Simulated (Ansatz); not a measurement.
CoCl2(H2O)2 (CoCl₂O₂H₄). The state is a doublet with charge 0. Geometry B3LYP-D4/def2-SVP.

```xyz
9

Co   -0.217    0.352    0.499
Cl    0.599    2.282    1.214
Cl   -1.932   -0.126    1.815
O    -1.023   -1.087   -0.698
H    -1.811   -1.200   -0.113
H    -0.553   -1.935   -0.671
O     1.553    0.232   -0.504
H     1.900    1.059   -0.090
H     1.483    0.424   -1.453
```

The 6-31G sets use Cartesian d functions. At HF/6-31G, PBE-D4/def2-TZVP, revPBE-D4/def2-TZVP, r2SCAN-D4/def2-TZVP and others the charge 0 doublet is spin-contaminated (final ⟨S²⟩ up to 1.57, 0.75 for a pure state). At PBE0-D4/def2-TZVP a quartet of charge 0 lies 0.95 eV below the doublet, each at its own geometry.

**Question.** Estimate the α-spin orbital energies around the gap (eV) in Ansatz with HF/6-31G, PBE-D4/def2-TZVP, revPBE-D4/def2-TZVP, r2SCAN-D4/def2-TZVP, PBE0-D4/def2-TZVP.

**Answer.** 
| orbital | HF/6-31G | PBE-D4/def2-TZVP | revPBE-D4/def2-TZVP | r2SCAN-D4/def2-TZVP | PBE0-D4/def2-TZVP |
| --- | --- | --- | --- | --- | --- |
| HOMO−13 | -20.27 | -12.12 | -12.06 | -12.70 | -14.23 |
| HOMO−12 | -19.81 | -11.62 | -11.57 | -12.21 | -13.71 |
| HOMO−11 | -18.77 | -10.14 | -10.08 | -10.65 | -12.18 |
| HOMO−10 | -18.43 | -9.99 | -9.92 | -10.47 | -11.92 |
| HOMO−9 | -17.91 | -8.33 | -8.24 | -8.73 | -10.71 |
| HOMO−8 | -17.75 | -8.26 | -8.17 | -8.63 | -9.92 |
| HOMO−7 | -16.83 | -7.82 | -7.75 | -8.50 | -9.91 |
| HOMO−6 | -16.53 | -7.49 | -7.41 | -7.94 | -9.65 |
| HOMO−5 | -12.74 | -7.38 | -7.30 | -7.82 | -9.27 |
| HOMO−4 | -12.12 | -6.80 | -6.71 | -7.06 | -8.59 |
| HOMO−3 | -11.58 | -6.22 | -6.16 | -6.78 | -8.11 |
| HOMO−2 | -11.48 | -5.80 | -5.73 | -6.55 | -8.00 |
| HOMO−1 | -11.19 | -5.73 | -5.68 | -6.40 | -7.90 |
| HOMO | -11.10 | -5.55 | -5.49 | -6.13 | -7.80 |
| LUMO | 1.59 | -4.31 | -4.22 | -4.23 | -2.92 |
| LUMO+1 | 2.36 | -1.42 | -1.34 | -0.87 | -0.68 |
| LUMO+2 | 3.05 | -0.35 | -0.29 | 0.37 | 0.52 |
| LUMO+3 | 4.03 | 0.99 | 1.07 | 1.51 | 1.75 |
| LUMO+4 | 5.57 | 1.30 | 1.42 | 1.66 | 2.11 |
| LUMO+5 | 6.12 | 1.44 | 1.55 | 2.08 | 2.40 |
| β HOMO | -11.00 | -5.13 | -5.07 | -5.91 | -7.58 |
| β LUMO | 1.57 | -4.25 | -4.10 | -3.61 | -2.24 |
